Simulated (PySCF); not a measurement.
**Working out the excitation energy of Ne²⁺**

Ne²⁺ [He] 2s2 2p4 (3P) → Ne²⁺ [He] 2s1 2p5 (3P). Computed with PySCF 2.14 in aug-cc-pVDZ-DK (4s3p2d, 23 functions), with the spin-free X2C one-electron Hamiltonian (Gaussian nucleus). Frozen: 1s2. Energies in hartree (1 hartree = 27.21139 eV):

```tsv
part	Ne²⁺ (lower)	Ne²⁺ (upper)
UHF	-126.459842	-125.472728
MP2 opposite-spin	-0.074474	-0.104166
MP2 same-spin	-0.023187	-0.026630
```

Question: What does Hartree-Fock give?

Answer: (-125.472728) − (-126.459842) = 0.987114 hartree = 26.861 eV.

Question: What do MP2 and SCS-MP2 (6/5 opposite-spin, 1/3 same-spin) give?

Answer: The opposite-spin parts differ by -0.808 eV and the same-spin parts by -0.094 eV. MP2: 26.861 + (-0.808) + (-0.094) = 25.959 eV. SCS-MP2: 26.861 + 1.2 × (-0.808) + (-0.094)/3 = 25.860 eV.

A double-zeta basis recovers only part of the correlation energy.
